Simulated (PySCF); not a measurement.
**Electronic absorption of C12H27P**

C₁₂H₂₇P.
Numbering: `[CH3:1][CH:2]([CH3:3])[CH2:4][P:5]([CH2:6][CH:7]([CH3:8])[CH3:9])[CH2:10][CH:11]([CH3:12])[CH3:13]` (hydrogens: H14, H15, H16 on C1; H17 on C2; H18, H19, H20 on C3; H21, H22 on C4; H23, H24 on C6; H25 on C7; H26, H27, H28 on C8; H29, H30, H31 on C9; H32, H33 on C10; H34 on C11; H35, H36, H37 on C12; H38, H39, H40 on C13)

Geometry (PBE0-D3(BJ)/def2-SVP, Å), atoms numbered from 1 in this order:
```xyz
40
C12H27P angstrom
C      3.9204   -1.1864   -0.1649
C      2.7737   -0.3394    0.3766
C      2.8629   -0.1970    1.8920
C      1.4259   -0.9192   -0.0616
P     -0.0420    0.1620    0.3098
C     -1.3951   -0.9722   -0.2774
C     -1.7922   -2.0754    0.7076
C     -2.7817   -3.0368    0.0566
C     -2.3521   -1.5067    2.0065
C      0.0494    1.2835   -1.1726
C     -0.9830    2.4142   -1.1848
C     -0.7569    3.3967   -0.0410
C     -0.9778    3.1280   -2.5327
H      3.8650   -2.2155    0.2275
H      4.8980   -0.7718    0.1272
H      3.8941   -1.2479   -1.2642
H      2.8706    0.6704   -0.0653
H      2.8081   -1.1860    2.3777
H      3.8129    0.2708    2.1934
H      2.0374    0.4142    2.2869
H      1.2607   -1.8811    0.4561
H      1.4381   -1.1439   -1.1438
H     -1.0957   -1.4139   -1.2454
H     -2.2761   -0.3373   -0.4815
H     -0.8827   -2.6546    0.9554
H     -2.3626   -3.4934   -0.8532
H     -3.0630   -3.8491    0.7452
H     -3.7065   -2.5086   -0.2301
H     -2.5860   -2.3088    2.7233
H     -3.2834   -0.9470    1.8151
H     -1.6417   -0.8145    2.4827
H      1.0640    1.7208   -1.1836
H     -0.0386    0.6718   -2.0888
H     -1.9848    1.9640   -1.0516
H      0.2176    3.9018   -0.1515
H     -0.7585    2.8855    0.9335
H     -1.5360    4.1746   -0.0239
H     -1.1930    2.4328   -3.3593
H     -1.7293    3.9320   -2.5626
H      0.0072    3.5842   -2.7280
```

The calculation used PySCF 2.14.0, density-fitted response routines, TDDFT CAM-B3LYP/def2-SVPD, vertical, gas phase, core orbitals frozen in the response.

Problem. Predict the UV-vis stick spectrum at this level.

Solution. 

| state | E (eV) | λ (nm) | f | main configurations (H = HOMO, L = LUMO) |
| --- | --- | --- | --- | --- |
| S1 | 6.31 | 196.4 | 0.131 | H→L+1/L+2 (≥70%), H→L+9 (14%) |
| S2 | 6.32 | 196.2 | 0.132 | H→L+1/L+2 (≥70%), H→L+10 (14%) |
| S3 | 6.52 | 190.2 | 0.011 | H→L (87%), H→L+8 (9%) |
| S4 | 6.76 | 183.5 | 0.117 | H→L+3 (93%) |
| S5 | 7.04 | 176.0 | 0.011 | H→L+4 (27%), H→L+6 (23%), H→L+10 (22%) |
| S6 | 7.06 | 175.6 | 0.011 | H→L+7 (26%), H→L+9 (24%), H→L+5 (22%) |
| S7 | 7.53 | 164.6 | 0.0003 | H→L+8 (59%), H→L+11 (19%) |
| S8 | 7.57 | 163.9 | 0.0086 | H→L+5 (60%), H→L+1/L+2 (≥12%), H→L+7 (10%) |
| S9 | 7.58 | 163.6 | 0.0079 | H→L+4 (56%), H→L+6 (15%), H→L+1/L+2 (≥12%) |

Triplets (Tamm–Dancoff): T1 5.37 eV, H→L+9 (38%), H→L+1/L+2 (≥34%); T2 5.38 eV, H→L+10 (37%), H→L+1/L+2 (≥34%); T3 6.32 eV, H→L (81%), H→L+8 (13%).

The lowest singlet level (S1/S2) lies at 6.31 eV (196 nm, vacuum ultraviolet) and is strong. The lowest level is also the most intense of those listed (f = 0.263 summed). S1/S2 lie within about 0.01 eV of each other. Löwdin shares by element: HOMO phosphorus 55%, carbon 26% or more (atoms not listed hold the other 19%); LUMO carbon 22% or more (atoms not listed hold the other 78%). Weighted by f, the mean energy of these states is 6.53 eV. The listed states span 1.27 eV, and the widest gap between neighbours is 0.47 eV (S6 to S7). Orbital energies (eV): HOMO-3 -10.47, HOMO-2 -9.67, HOMO-1 -9.66, HOMO -7.46, LUMO 1.34, LUMO+1 1.44, LUMO+2 1.44. Orbitals of the list HOMO-3 to LUMO+2 that lie within 0.01 eV of each other are written together with a slash and their weights summed (≥ marks a lower bound); for degenerate orbitals outside that list single weights are arbitrary. Singlets were solved by full linear response, triplets in the Tamm–Dancoff approximation. The highest level found (7.86 eV, f 0.0046 so far) is left out, since the window may have cut off a degenerate partner.

One conformer stands for the species.
